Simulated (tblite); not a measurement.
C8H6ClN3.
Cartesian coordinates in Å at the GFN2-xTB level; atoms count from 1:
```xyz
18
C8H6ClN3 angstrom
Cl     4.5885   -0.0307    0.4795
C      2.8719   -0.0190    0.3003
C      2.2077    1.1912    0.1573
C      0.8346    1.2012    0.0116
C      0.1339   -0.0004    0.0118
N     -1.2503    0.0088   -0.1335
N     -1.9728   -1.0930   -0.1430
C     -3.2161   -0.6778   -0.2952
C     -3.1985    0.7215   -0.3757
N     -1.9449    1.1201   -0.2703
C      0.8029   -1.2113    0.1571
C      2.1763   -1.2199    0.3009
H      2.7639    2.1152    0.1604
H      0.2919    2.1256   -0.1027
H     -4.0384   -1.3605   -0.3396
H     -4.0035    1.4149   -0.4991
H      0.2360   -2.1283    0.1552
H      2.7083   -2.1513    0.4133
```

Computed values, GFN2-xTB/tblite, gas phase, harmonic and unscaled. The method is semi-empirical: single wavenumbers can be off by several per cent or more. One conformer, not necessarily the lowest.

Harmonic wavenumbers (cm⁻¹): 59.6, 64.4, 122.7, 175.5, 273.0, 274.3, 346.1, 376.5, 458.0, 488.0, 514.9, 600.6, 637.4, 656.6, 677.7, 735.3, 818.5, 829.2, 842.2, 867.5, 910.3, 921.0, 938.3, 947.1, 990.5, 1061.2, 1094.8, 1101.0, 1116.4, 1116.9, 1173.0, 1245.3, 1290.2, 1325.8, 1340.3, 1353.5, 1390.3, 1409.9, 1472.3, 1498.3, 1579.4, 1582.1, 3104.2, 3105.7, 3118.3, 3118.8, 3191.5, 3201.7.

A = 3648, B = 380.4, C = 344.5 MHz; mass 179.025 u (most abundant isotopes); point group C2v, symmetry number 2.

Problem. What is the zero-point energy?

Solution. Half the sum of the wavenumbers: 27758 cm⁻¹ = 332.06 kJ/mol.

Problem. Give the ideal-gas entropy at 298.15 K and 1 bar in the rigid-rotor, harmonic-oscillator model (classical rotation).

Solution. Translation 173.55, rotation 123.47, vibration 106.13: S = 403.2 J/(mol K).

Problem. And Cp and H(298.15 K) − H(0)?

Solution. Cp = 159.16 J/(mol K), of which vibrations give 125.90 (their classical limit is 48 R = 399.1); H(298.15 K) − H(0) = 27.27 kJ/mol without the zero-point energy, 17.35 from vibrations.

Problem. How do the functions run with temperature in this model?

Solution. 
```tsv
T (K)	S (J/(mol K))	Cp (J/(mol K))	H − H(0) (kJ/mol)	G − H(0) (kJ/mol)	ln q(vib)
100	289.3	69.5	5.04	-23.89	1.38
200	349.8	111.4	14.01	-55.96	3.53
300	404.1	160.1	27.57	-93.68	5.81
500	506.9	244.2	68.51	-184.93	10.69
800	639.3	316.5	153.87	-357.56	18.08
1000	713.1	344.4	220.13	-492.97	22.73
```

q(vib) and H(0) count from the zero-point level.

Problem. What must be added to the electronic energy to get the Gibbs energy at 298.15 K and 1 bar?

Solution. ZPE + [H(298.15 K) − H(0)] − T·S = 332.06 + 27.27 − 120.20 = 239.13 kJ/mol.

Problem. Blend soft modes into free rotors: weight 1/[1 + (100 cm⁻¹/ν̃)⁴] for the oscillator and the rest for a rotor with moment μB/(μ + B), μ = h/(8π²ν), B = 10⁻⁴⁴ kg m². What vibrational entropy results?

Solution. 97.91 J/(mol K) in place of 106.13, which changes −T·S at 298.15 K by +2.45 kJ/mol.

Hindered rotation and anharmonicity are outside this model. Other conformers, if any are populated, would add a mixing term that is left out.
